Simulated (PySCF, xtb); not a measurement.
Dimer: H2O (SMILES O) (first 3 atoms) with H4OSi (SMILES O[SiH3]); geometry from B3LYP-D3(BJ)/def2-TZVP, rigid monomers moved along the line of their centres of mass till O1···H6 is 2.55 Å.
(charge 0, multiplicity 1):
```xyz
9

O      0.2554    -0.5303     0.3290
H     -0.4467    -0.9593    -0.1722
H      0.6992     0.0626    -0.2871
O     -0.7230     0.9021     3.3964
Si    -0.1268     0.3957     4.8393
H     -0.4108     0.4652     2.5857
H     -0.4264    -1.0365     5.1019
H     -0.7741     1.2224     5.8807
H      1.3471     0.5666     4.9318
```

Counterpoise-corrected where a basis set is named; no monomer relaxation. Rows marked so take none.

Rows in 3-21G, 6-31G*, STO-3G carry no dispersion term and start afresh at each structure (6-31G* with six Cartesian d functions).

Codes used: PySCF for 3-21G rows, 6-31G* rows, STO-3G rows; xtb for the GFN methods. 

### Question
One of these levels gives -4.95 kcal/mol for the interaction energy. Name it.
(A) HF/6-31G* (no counterpoise)
(B) HF/STO-3G (no counterpoise)
(C) GFN1-xTB
(D) HF/3-21G (no counterpoise)

### Answer
A, HF/6-31G* (no counterpoise). The others give -3.40 (GFN1-xTB), -2.33 (HF/STO-3G (no counterpoise)), -7.13 (HF/3-21G (no counterpoise))
